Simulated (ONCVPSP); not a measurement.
# PBE ONCV dataset for S, scalar-relativistic all-electron reference.

ONCVPSP 4.0.1 input, shortened (lines: element, Z, core and valence counts, functional; n l f; lmax; l rc ep ncon nbas qcut; lloc lpopt rc5 dvloc0; l nproj debl; icmod fcfact rcfact), PBE, scalar-relativistic:

```
  S 16.00    3    2        4      upf
    1    0    2.00
    2    0    2.00
    2    1    6.00
    3    0    2.00
    3    1    3.00
    1
    0    1.35    0.00    4    7    6.10
    1    1.35    0.00    4    8    5.50
    1    5    1.35    0.00
    0    1    2.10
    1    0    3.50
    1    0.20    0.00
```

What the tests gave:

* Cutoffs needed: 14 Ha and 17 Ha (the cutoffs (Ha) at which the residual kinetic energy of the hardest occupied pseudo-wave falls to 1 and 0.1 mHa per electron)
* Ghost test: no bound ghost flagged; no localised positive-energy state flagged
* Largest excitation error: +46 meV (all-electron minus pseudo) for 3s2 3p1, out of 4 test configurations
* rms error of d²Exc/dni dnj: 2.25 mHa without and 0.88 mHa with the model core

Generation and tests took about 2 s on one core of a shared server CPU.
